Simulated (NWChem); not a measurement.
System: C2H5O2 cation; SMILES C(=[OH+])OC

Here is an NWChem input.

```
start job
memory heap 200 mb stack 900 mb global 1100 mb
charge 1
geometry units angstroms noautosym nocenter noautoz
  C      0.506920    -1.441673    -0.001315
  O     -0.670048    -0.543997    -0.000925
  C     -0.584536     0.717998    -0.000307
  O      0.479057     1.433804     0.000557
  H      1.079175    -1.272782     0.913594
  H      0.076027    -2.439881    -0.006768
  H      1.084897    -1.265457    -0.911255
  H     -1.522233     1.271776    -0.000484
  H      1.333558     0.951483     0.001001
end
basis spherical
  * library def2-svp
end
dft
  xc b3lyp
  iterations 150
  mulliken
end
task dft energy
esp
  recalculate
  probe 0.07
  range 0.3
  factor 1.0
  spacing 0.02
end
task esp
```

Excerpt of the output:

```
             Northwest Computational Chemistry Package (NWChem) 7.3.0
             --------------------------------------------------------

                             Geometry "geometry" -> ""
                             -------------------------

 Output coordinates in angstroms (scale by  1.889725989 to convert to a.u.)

  No.       Tag          Charge          X              Y              Z
 ---- ---------------- ---------- -------------- -------------- --------------
    1 C                    6.0000     0.50692000    -1.44167300    -0.00131500
    2 O                    8.0000    -0.67004800    -0.54399700    -0.00092500
    3 C                    6.0000    -0.58453600     0.71799800    -0.00030700
    4 O                    8.0000     0.47905700     1.43380400     0.00055700
    5 H                    1.0000     1.07917500    -1.27278200     0.91359400
    6 H                    1.0000     0.07602700    -2.43988100    -0.00676800
    7 H                    1.0000     1.08489700    -1.26545700    -0.91125500
    8 H                    1.0000    -1.52223300     1.27177600    -0.00048400
    9 H                    1.0000     1.33355800     0.95148300     0.00100100

 Effective nuclear repulsion energy (a.u.)     129.7243017651

                                 NWChem DFT Module
                                 -----------------

 Summary of "ao basis" -> "ao basis" (spherical)
 ------------------------------------------------------------------------------
       Tag                 Description            Shells   Functions and Types
 ---------------- ------------------------------  ------  ---------------------
 C                          def2-svp                 6       14   3s2p1d
 O                          def2-svp                 6       14   3s2p1d
 H                          def2-svp                 3        5   2s1p

            General Information
            -------------------
          SCF calculation type: DFT
          Wavefunction type:  closed shell.
          No. of atoms     :     9
          No. of electrons :    32
           Alpha electrons :    16
            Beta electrons :    16
          Charge           :     1
          Spin multiplicity:     1
          Use of symmetry is: off; symmetry adaption is: off
          Maximum number of iterations: 150
          AO basis - number of functions:    81
                     number of shells:    39
          Convergence on energy requested:  1.00D-06
          Convergence on density requested:  1.00D-05
          Convergence on gradient requested:  5.00D-04

              XC Information
              --------------
                         B3LYP Method XC Potential
                     Hartree-Fock (Exact) Exchange  0.200
                        Slater Exchange Functional  0.800 local
                    Becke 1988 Exchange Functional  0.720 non-local
              Lee-Yang-Parr Correlation Functional  0.810
                  VWN I RPA Correlation Functional  0.190 local

             Grid Information
             ----------------
          Grid used for XC integration:  medium
          Radial quadrature: Mura-Knowles
          Angular quadrature: Lebedev.
          Tag              B.-S. Rad. Rad. Pts. Rad. Cut. Ang. Pts.
          ---              ---------- --------- --------- ---------
          C                   0.70       49          10.0       434
          O                   0.60       49          10.0       434
          H                   0.35       45          11.0       434
          Grid pruning is: on
          Number of quadrature shells:   421
          Spatial weights used:  Erf1

      Superposition of Atomic Density Guess
      -------------------------------------

 Sum of atomic energies:        -227.12832384

 Renormalizing density from      33.00 to     32

      Non-variational initial energy
      ------------------------------

 Total energy =    -224.474251
 1-e energy   =    -549.149359
 2-e energy   =     194.950806
 HOMO         =      -0.749431
 LUMO         =      -0.339141

     ---------------------------------------------
      Total Density - Mulliken Population Analysis
     ---------------------------------------------

    Atom       Charge   Shell Charges
 -----------   ------   -------------------------------------------------------
    1 C    6     6.08   1.99  1.01  0.21  2.01  0.83  0.04
    2 O    8     8.54   1.99  1.17  0.58  3.17  1.62  0.02
    3 C    6     5.17   1.99  0.96  0.20  1.52  0.38  0.11
    4 O    8     8.44   1.99  1.17  0.54  3.19  1.55  0.01
    5 H    1     0.81   0.64  0.14  0.03
    6 H    1     0.80   0.64  0.13  0.02
    7 H    1     0.81   0.64  0.14  0.03
    8 H    1     0.78   0.63  0.14  0.02
    9 H    1     0.58   0.47  0.05  0.06

   convergence    iter        energy       DeltaE   RMS-Dens  Diis-err
 ---------------- ----- ----------------- --------- --------- ---------
 d= 0,ls=0.0,diis     1   -229.0564539456 -3.59D+02  1.69D-02  1.46D+00
 d= 0,ls=0.0,diis     2   -228.8914905044  1.65D-01  1.04D-02  3.32D+00
 d= 0,ls=0.0,diis     3   -229.1942934604 -3.03D-01  2.10D-03  4.32D-02
 d= 0,ls=0.0,diis     4   -229.1948795329 -5.86D-04  1.16D-03  3.82D-02
 d= 0,ls=0.0,diis     5   -229.1983815728 -3.50D-03  2.21D-04  7.81D-04
  Resetting Diis
 d= 0,ls=0.0,diis     6   -229.1984647333 -8.32D-05  3.71D-05  2.21D-05
 d= 0,ls=0.0,diis     7   -229.1984671633 -2.43D-06  1.21D-05  6.39D-07
 d= 0,ls=0.0,diis     8   -229.1984671437  1.97D-08  6.70D-06  8.07D-07

         Total DFT energy =     -229.198467143665
      One electron energy =     -560.145230984137
           Coulomb energy =      230.769757341672
    Exchange-Corr. energy =      -29.547295266287
 Nuclear repulsion energy =      129.724301765087

 Numeric. integr. density =       32.000001204959

                       DFT Final Molecular Orbital Analysis
                       ------------------------------------

 Vector   14  Occ=2.000000D+00  E=-6.643238D-01
              MO Center=  2.7D-01,  9.4D-01, -4.1D-04, r^2= 2.3D+00
   Bfn.  Coefficient  Atom+Function         Bfn.  Coefficient  Atom+Function
  ----- ------------  ---------------      ----- ------------  ---------------
    47      0.505941  4 O  py                50      0.305210  4 O  py
    45      0.204217  4 O  s                 44      0.198229  4 O  s
    77     -0.192172  9 H  s                 19      0.167749  2 O  py
    72     -0.150259  8 H  s                  4      0.143371  1 C  px
    30     -0.138663  3 C  s                  5      0.123811  1 C  py

 Vector   15  Occ=2.000000D+00  E=-6.049441D-01
              MO Center= -9.1D-02, -9.5D-01, -4.1D-03, r^2= 2.1D+00
   Bfn.  Coefficient  Atom+Function         Bfn.  Coefficient  Atom+Function
  ----- ------------  ---------------      ----- ------------  ---------------
    18      0.404534  2 O  px                 4     -0.290149  1 C  px
    21      0.274893  2 O  px                62      0.254294  6 H  s
     5     -0.182132  1 C  py                19      0.159462  2 O  py
    67     -0.154294  7 H  s                 47      0.151676  4 O  py
    57     -0.148828  5 H  s                 16     -0.139241  2 O  s

 Vector   16  Occ=2.000000D+00  E=-5.970370D-01
              MO Center=  1.5D-01, -3.4D-01,  2.1D-03, r^2= 2.4D+00
   Bfn.  Coefficient  Atom+Function         Bfn.  Coefficient  Atom+Function
  ----- ------------  ---------------      ----- ------------  ---------------
    20      0.431762  2 O  pz                48     -0.328335  4 O  pz
    23      0.298230  2 O  pz                 6     -0.276464  1 C  pz
    51     -0.241079  4 O  pz                57     -0.221479  5 H  s
    67      0.218064  7 H  s                 34      0.107775  3 C  pz
    58     -0.096258  5 H  s                 68      0.095440  7 H  s

 Vector   17  Occ=0.000000D+00  E=-2.887777D-01
              MO Center= -4.4D-01,  6.0D-01, -2.0D-04, r^2= 1.6D+00
   Bfn.  Coefficient  Atom+Function         Bfn.  Coefficient  Atom+Function
  ----- ------------  ---------------      ----- ------------  ---------------
    34      0.613360  3 C  pz                37      0.514626  3 C  pz
    20     -0.339218  2 O  pz                48     -0.321020  4 O  pz
    23     -0.318710  2 O  pz                51     -0.311428  4 O  pz
    58      0.100208  5 H  s                 68     -0.099649  7 H  s
     9     -0.087843  1 C  pz                57      0.075599  5 H  s

 Vector   18  Occ=0.000000D+00  E=-1.834044D-01
              MO Center=  1.3D+00,  4.5D-01, -4.0D-04, r^2= 3.2D+00
   Bfn.  Coefficient  Atom+Function         Bfn.  Coefficient  Atom+Function
  ----- ------------  ---------------      ----- ------------  ---------------
    78      1.028020  9 H  s                  3     -0.802971  1 C  s
    45     -0.722102  4 O  s                 68      0.419339  7 H  s
    58      0.416419  5 H  s                 63      0.324708  6 H  s
    31      0.254648  3 C  s                 77      0.238529  9 H  s
    49     -0.231663  4 O  px                73     -0.214006  8 H  s

 Vector   19  Occ=0.000000D+00  E=-1.428502D-01
              MO Center=  1.3D-01, -8.8D-01, -1.4D-03, r^2= 3.1D+00
   Bfn.  Coefficient  Atom+Function         Bfn.  Coefficient  Atom+Function
  ----- ------------  ---------------      ----- ------------  ---------------
    17      1.027792  2 O  s                  3     -0.660376  1 C  s
     7      0.611666  1 C  px                 8     -0.562852  1 C  py
    73      0.506960  8 H  s                 31     -0.486940  3 C  s
     4      0.346876  1 C  px                21      0.340875  2 O  px
     5     -0.321592  1 C  py                35      0.262787  3 C  px

     ---------------------------------------------
      Total Density - Mulliken Population Analysis
     ---------------------------------------------

    Atom       Charge   Shell Charges
 -----------   ------   -------------------------------------------------------
    1 C    6     5.90   1.99  0.92  0.17  2.05  0.73  0.04
    2 O    8     8.18   1.99  1.11  0.63  2.88  1.54  0.02
    3 C    6     5.63   1.99  0.96  0.13  1.96  0.47  0.12
    4 O    8     8.05   1.99  1.11  0.57  2.89  1.48  0.02
    5 H    1     0.89   0.73  0.14  0.02
    6 H    1     0.87   0.72  0.12  0.02
    7 H    1     0.89   0.73  0.14  0.02
    8 H    1     0.85   0.72  0.11  0.02
    9 H    1     0.75   0.64  0.04  0.07

     -------------------------------------------
      Total Density - Lowdin Population Analysis
     -------------------------------------------

    Atom       Charge   Shell Charges
 -----------   ------   -------------------------------------------------------
    1 C    6     5.87   1.96  0.59  0.31  1.82  1.09  0.10
    2 O    8     7.95   1.97  0.91  0.55  2.72  1.76  0.04
    3 C    6     5.72   1.96  0.61  0.28  1.75  0.86  0.26
    4 O    8     7.88   1.97  0.88  0.54  2.70  1.76  0.03
    5 H    1     0.95   0.63  0.24  0.07
    6 H    1     0.93   0.63  0.23  0.07
    7 H    1     0.95   0.63  0.24  0.07
    8 H    1     0.92   0.62  0.23  0.07
    9 H    1     0.85   0.52  0.16  0.17

     Multipole analysis of the density
     ---------------------------------

     L   x y z        total         alpha         beta         nuclear
     -   - - -        -----         -----         ----         -------
     0   0 0 0      1.000000    -16.000000    -16.000000     33.000000

     1   1 0 0      0.545299      0.218036      0.218036      0.109226
     1   0 1 0     -0.118635     -0.079674     -0.079674      0.040714
     1   0 0 1     -0.000622      0.015363      0.015363     -0.031347

     2   2 0 0    -11.619840    -33.418802    -33.418802     55.217765
     2   1 1 0     -2.312821      2.577229      2.577229     -7.467279
     2   1 0 1      0.001395     -0.004726     -0.004726      0.010846
     2   0 2 0    -11.397568    -87.966419    -87.966419    164.535270
     2   0 1 1      0.003158     -0.047817     -0.047817      0.098793
     2   0 0 2    -15.741106    -10.843655    -10.843655      5.946204

                     NWChem Electrostatic Potential Fit Module
                     -----------------------------------------

 Atom parameters

 Number of atoms is                                    9
 Number of basis functions is                         81

 Grid parameters

 Maximum number of grid points is                  35294
 Number of grid points is                          35293
 Grid range                                     0.300000 nm
 Grid spacing                                   0.020000 nm
 Probe radius                                   0.070000 nm
 Atom radius factor                             1.000000

 Atomic radii

    1    0.100000
    6    0.147000
    8    0.136000
 FASTESP  F
  using M.O. file = ./job.movecs

    Atom              Coordinates                           Charge

                                                  ESP

    1 C     0.050692   -0.144167   -0.000132    0.140566
    2 O    -0.067005   -0.054400   -0.000093   -0.287058
    3 C    -0.058454    0.071800   -0.000031    0.695047
    4 O     0.047906    0.143380    0.000056   -0.406411
    5 H     0.107918   -0.127278    0.091359    0.079237
    6 H     0.007603   -0.243988   -0.000677    0.130924
    7 H     0.108490   -0.126546   -0.091126    0.079050
    8 H    -0.152223    0.127178   -0.000048    0.109146
    9 H     0.133356    0.095148    0.000100    0.459499
                                            ------------
                                                1.000000

 Dipole moment                                  0.820173

 Quadrupole moment Qxx                          3.065590
                   Qyy                          5.859878
                   Qzz                         -8.925468

 RMS deviation kJ/mol                           0.052132

 RRMS %                                         2.298460
```

Level: B3LYP/def2-SVP. The geometry was optimised at B3LYP/6-31G* (spherical d). B3LYP is NWChem's, with the RPA form of VWN correlation.
